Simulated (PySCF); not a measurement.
Computed shifts of a molecule CH3F3Si, B3LYP/pcSseg-1 in PySCF, GIAO, gas phase, equivalent atoms averaged, in ppm (number of nuclei): ²⁹Si: -69.7 (1). ¹³C: 140.9 (1). ¹⁹F: -74.1 (3). ¹H: 4.21 (3). References: ²⁹Si against TMS (σ = 338.7 ppm); ¹³C against TMS (σ = 181.3 ppm); ¹⁹F against CFCl3 (σ = 161.7 ppm); ¹H against TMS (σ = 31.68 ppm), references at their B3LYP-D3(BJ)/def2-TZVP geometries, non-relativistic. Geometry: ωB97X-D3(BJ)/def2-SVP. The values are those of a single conformer.

Q: Which structure fits?
A) C[Si](F)(F)F
B) FC[SiH](F)F
C) FC(F)(F)[SiH3]
D) F[SiH2]C(F)F

A: C, FC(F)(F)[SiH3]
